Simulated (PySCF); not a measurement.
**¹⁹F chemical shifts**

[PySCF: NMR shieldings at PBE0/pcSseg-1/GIAO; structure optimised with GFN2-xTB; a single conformation; no solvent; equivalent nuclei averaged; non-relativistic Hamiltonian]

Shieldings were converted by a linear fit to measured shifts: ¹⁹F (scatter 6.0 ppm rms, 7.0 ppm with the 5 outliers that the fit left out vs CFCl3, solution or neat liquid, with a term for F on sp3 carbon). A few per cent of atoms miss by over 2 rms, more outside the fitted compound classes.

Q: Give the ¹⁹F shifts of `CN[Si@@H]1NCC[C@@H]1C(F)F`, `FC(F)=C(F)C(F)(F)C(F)(F)F`.

A: 
```json
{"compound": "[CH3:1][NH:2][Si@@H:3]1[NH:4][CH2:5][CH2:6][C@@H:7]1[CH:8]([F:9])[F:10]", "environment": "F9: fluorine of a CF2 group", "δ (ppm)": "-104.8"}
{"compound": "[CH3:1][NH:2][Si@@H:3]1[NH:4][CH2:5][CH2:6][C@@H:7]1[CH:8]([F:9])[F:10]", "environment": "F10: fluorine of a CF2 group", "δ (ppm)": "-108.7"}
{"compound": "[F:1][C:2]([F:3])=[C:4]([F:5])[C:6]([F:7])([F:8])[C:9]([F:10])([F:11])[F:12]", "environment": "F10/11/12: fluorine of a CF3 group (×3)", "δ (ppm)": "-80.7"}
{"compound": "[F:1][C:2]([F:3])=[C:4]([F:5])[C:6]([F:7])([F:8])[C:9]([F:10])([F:11])[F:12]", "environment": "F1: vinylic fluorine", "δ (ppm)": "-88.2"}
{"compound": "[F:1][C:2]([F:3])=[C:4]([F:5])[C:6]([F:7])([F:8])[C:9]([F:10])([F:11])[F:12]", "environment": "F3: vinylic fluorine", "δ (ppm)": "-103.8"}
{"compound": "[F:1][C:2]([F:3])=[C:4]([F:5])[C:6]([F:7])([F:8])[C:9]([F:10])([F:11])[F:12]", "environment": "F7/8: fluorine of a CF2 group (×2)", "δ (ppm)": "-121.0"}
{"compound": "[F:1][C:2]([F:3])=[C:4]([F:5])[C:6]([F:7])([F:8])[C:9]([F:10])([F:11])[F:12]", "environment": "F5: vinylic fluorine", "δ (ppm)": "-196.0"}
```

Q: Match the shifts -64.8, -147.4, -216.7 ppm to `C=C/C=C/CCF`, `C=C=CC(C)(C)F`, `C=CC(=C)C(=C)C(F)(F)F`.

A: -64.8: C=CC(=C)C(=C)C(F)(F)F (fluorine of a CF3 group); -147.4: C=C=CC(C)(C)F (fluorine on an sp3 carbon); -216.7: C=C/C=C/CCF (fluorine on an sp3 carbon).
